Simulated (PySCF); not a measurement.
## Working out the ionisation energy of Ga

Ga [Ar] 3d10 4s2 4p1 (2P) → Ga⁺ [Ar] 3d10 4s2 (1S). Calculation: PySCF 2.14, in aug-cc-pVTZ-PP with one added diffuse shell each of s, d, f type with ECP10MDF (7s5p5d3f, 68 functions); scalar relativity through the core potential. Frozen: 3s2 3p6 3d10. Energies in hartree (1 hartree = 27.21139 eV):

```
             part   Ga (lower)  Ga⁺ (upper)
              UHF  -258.302074  -258.098742
MP2 opposite-spin    -0.031869    -0.026634
    MP2 same-spin    -0.002581     0.000000
```

**Question.** What does Hartree-Fock give?

**Answer.** (-258.098742) − (-258.302074) = 0.203332 hartree = 5.533 eV.

**Question.** What do MP2 and SCS-MP2 (6/5 opposite-spin, 1/3 same-spin) give?

**Answer.** The opposite-spin parts differ by 0.142 eV and the same-spin parts by 0.070 eV. MP2: 5.533 + (0.142) + (0.070) = 5.745 eV. SCS-MP2: 5.533 + 1.2 × (0.142) + (0.070)/3 = 5.727 eV.

Measured between the centres of the two terms (NIST): 5.931 eV, so MP2 (valence) is off by -0.186 eV.

What remains against the reference includes basis incompleteness, the frozen core and correlation beyond second order.
